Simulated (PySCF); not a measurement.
A side-by-side comparison of computed properties.

First species: C6H13OP.
Z-matrix (Å and degrees, GFN2-xTB geometry), rows numbered from 1:
```
C 
C   1  1.3211
P   2  1.8165  1  118.89
O   3  1.4671  2  114.26  1    -1.08
C   3  1.8483  2  104.02  1   123.35
C   5  1.5201  3  109.64  2  -176.83
C   3  1.8458  2  104.34  1  -125.81
C   7  1.5202  3  108.26  2    68.98
H   1  1.0786  2  123.27  3  -179.69
H   1  1.0790  2  119.40  3     0.24
H   2  1.0806  1  122.79  3   179.89
H   5  1.0901  3  110.70  2    59.44
H   5  1.0938  3  105.98  2   -57.96
H   6  1.0884  5  109.26  3    49.82
H   6  1.0882  5  110.95  3   -69.55
H   6  1.0884  5  110.99  3   169.79
H   7  1.0904  3  110.46  2   -53.59
H   7  1.0927  3  107.21  2  -172.07
H   8  1.0884  7  109.28  3    54.23
H   8  1.0884  7  111.26  3   174.46
H   8  1.0892  7  110.54  3   -64.58
```

Second species: C₇H₅F₂N.
SMILES: `Fc1c(F)c(C#C)n(c1)C`

Levels: PBE0/pcSseg-1 for dipole moment, HOMO energy, LUMO energy and HOMO–LUMO gap; GFN2-xTB for rotational constant A and rotational constant C. Geometries: GFN2-xTB. All species are isolated and taken at one optimised geometry, non-relativistic unless stated; the electronic structure was computed with PySCF and density fitting.

Dipoles, sizes and rotational constants follow the conformer. The torsions of the flexible species, by atom-mapped SMILES:
- `[CH2:1]=[CH:2][P:3](=[O:4])([CH2:5][CH3:6])[CH2:7][CH3:8]`: C1–C2–P3–O4 -1°, C2–P3–C5–C6 -177°, C2–P3–C7–C8 69°

(1) Which has the higher LUMO energy?

(2) Which of the two has the higher HOMO–LUMO gap, and by how much?

(3) Which has the higher rotational constant C?

(4) Which has the higher rotational constant A?

(5) Which has the higher HOMO energy?

(6) Which has the higher dipole moment?

Results:

(1) The first: -0.50 eV against -0.55 eV, a difference of 0.05 eV.

(2) The first: 6.96 eV against 5.80 eV, a difference of 1.16 eV.

(3) The first: 1.078 GHz against 0.748 GHz, a difference of 0.330 GHz.

(4) The second: 2.038 GHz against 1.993 GHz, a difference of 0.045 GHz.

(5) The second: -6.35 eV against -7.46 eV, a difference of 1.11 eV.

(6) The second: 4.42 D against 3.57 D, a difference of 0.85 D.

On the first: A dipole of 3.57 D is allowed in C1, and pure rotational transitions are dipole-allowed. In atomic units the dipole is 1.41 e·bohr (1 au = 2.5417 D).

On the second: In atomic units the dipole is 1.74 e·bohr (1 au = 2.5417 D).
